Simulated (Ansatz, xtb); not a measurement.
## N2SSi: which of two structures lies lower

Structure X is a triplet given by its coordinates and structure Y is `S=[Si]1N=N1`, a singlet. Both are isolated molecules in the gas phase, relaxed with PBE0-D3(BJ)/def2-SVP.

X (Å):

| atom | x (Å) | y (Å) | z (Å) |
| --- | --- | --- | --- |
| N | -1.4631 | 1.2987 | -1.4682 |
| N | -0.8539 | 1.0996 | -0.5262 |
| S | -2.0909 | 3.0349 | -4.0396 |
| Si | -2.5049 | 1.4541 | -2.8855 |

Close contacts (Å): N1–N2 1.14, N1–Si4 1.77, S3–Si4 2.00.

Y (Å):

```xyz
4

N    -1.6894    2.4149   -1.0665
N    -1.5258    3.0833   -2.1528
S    -1.9006   -0.2459   -3.4966
Si   -1.7413    1.3821   -2.4709
```

Problem. Estimate which is lower in electronic energy at CCSD(T)/def2-TZVPP, and by roughly how much.

Solution. The CCSD(T)/def2-TZVPP calculation puts structure X lower, by 0.329 eV.

The same difference at several levels:

| level | geometry | E(Y) − E(X) (eV) | departure from the last row (eV) | job, with rough time for the two |
| --- | --- | --- | --- | --- |
| PBE0-D3(BJ)/def2-SVP | PBE0-D3(BJ)/def2-SVP | +0.831 | +0.503 | optimisation, 26 s |
| HF/def2-TZVPP | PBE0-D3(BJ)/def2-SVP | +0.998 | +0.670 | part of the CCSD(T) run |
| MP2/def2-TZVPP | PBE0-D3(BJ)/def2-SVP | −0.152 | −0.480 | part of the CCSD(T) run |
| CCSD(T)/def2-TZVPP | PBE0-D3(BJ)/def2-SVP | +0.329 |  | single point, 83 s |

MP2/def2-TZVPP puts the two in the other order. The largest departure from CCSD(T)/def2-TZVPP is that of HF/def2-TZVPP, 0.670 eV. Levels run at GFN2-xTB geometries aren't shown. The triplet state of X needn't be its ground state.

With harmonic frequencies from PBE0-D3(BJ)/def2-SVP (ideal gas, rigid rotor, one conformer each, 298.15 K, 1 atm): on the last row, ΔE + ΔZPE = +0.345, ΔH = +0.334, ΔG = +0.414 eV.

Open shells are spin-unrestricted. The correlated steps freeze 12 core orbitals. ΔG holds the spin degeneracy. Programs: Ansatz 0.2.0; the last row on 1 thread of Intel(R) Xeon(R) 6975P-C (Granite Rapids) on a shared host.
